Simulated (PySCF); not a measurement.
**Electron correlation in Tc+ (technetium, charge +1)**

Starting occupation: [Kr] 4d6, 4d3/2 with m_j = +3/2, 4d5/2 with m_j = -3/2, -1/2, +1/2, +3/2, +5/2. Calculation: PySCF 2.14, in x2c-SVPall-2c with one added diffuse shell each of s, p, d type (7s9p7d1f, 76 functions); X2C-1e with screened-nucleus spin-orbit coupling, Gaussian nucleus. Frozen: [Ar] 3d10; 14 electrons correlated; the 6 highest virtual spinors left out.

MP2 pair energies summed by pair of shells (mhartree):

```json
{"pair": "4d-4p", "energy": "-120.01", "share (%)": "41.7"}
{"pair": "4d-4d", "energy": "-82.91", "share (%)": "28.8"}
{"pair": "4p-4p", "energy": "-56.99", "share (%)": "19.8"}
{"pair": "4p-4s", "energy": "-15.85", "share (%)": "5.5"}
{"pair": "4d-4s", "energy": "-8.81", "share (%)": "3.1"}
{"pair": "4s-4s", "energy": "-3.03", "share (%)": "1.1"}
```

Total MP2 correlation energy: -287.60 mhartree.

The GHF reference relaxed away from the jj start to a determinant that is no pure jj level (⟨S²⟩ = 5.99, ⟨J²⟩ = 20.04); the energies belong to that determinant.

This basis was not built for core-valence correlation, so the inner-shell part is incomplete.
